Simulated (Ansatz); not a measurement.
A search over several starts for the lowest SCF solution of the cluster As2Se⁺ at the given spin, in a small basis.

```yaml
crystal:
  periodic: [false, false, false]
  atoms:
    - {symbol: As, position_ang: [-0.450100, 0.767215, -0.971456]}
    - {symbol: As, position_ang: [0.940468, 0.563250, 0.729724]}
    - {symbol: Se, position_ang: [-0.490368, -1.330465, 0.241733]}
basis:
  gaussian: {orbitals: def2-SVP}
total_charge: 1
magnetization: {spin_polarized: true, initial_magnetization: 1}
hamiltonian: {xc: pbe0, dispersion: d4}
output: {orbitals: {seedname: orbitals}}
```

```sh
$ ansatz run in.yaml --threads 4 --pin off --events-out ev --progress --plain --max-ram 3916MiB
```

Output, abridged:

```
Functional definition: PBE0
939 factors; integrals over basis functions are off by at most 5.8e-4 eV
mean field evaluation 1: about -186978.6916 eV, gradient 1.2e1 eV
mean field evaluation 2: about -186976.9144 eV, gradient 2.1e1 eV
mean field evaluation 4: about -186979.7488 eV, gradient 1.2e0 eV
mean field evaluation 8: about -186979.7667 eV, gradient 6.1e-2 eV
mean field evaluation 16: about -186979.7667 eV, gradient 5.1e-5 eV
mean field -186979.76670897 eV, -6871.3796871167 hartree, gradient 3.6e-5 eV, S^2 0.753585; 2 other end points of the search recorded, 0 dependent functions left out
reference -186979.76672975 eV, -6871.3796878804 hartree; 50, 49 occupied and 46, 47 virtual orbitals, 939 factors
Total energy: -186979.87920938 eV, -6871.3838214307 hartree
```

Run time 3.9 s (4 threads of Intel Xeon Platinum 8259CL on a shared host).

The structure comes from a short search, and lower isomers may exist.
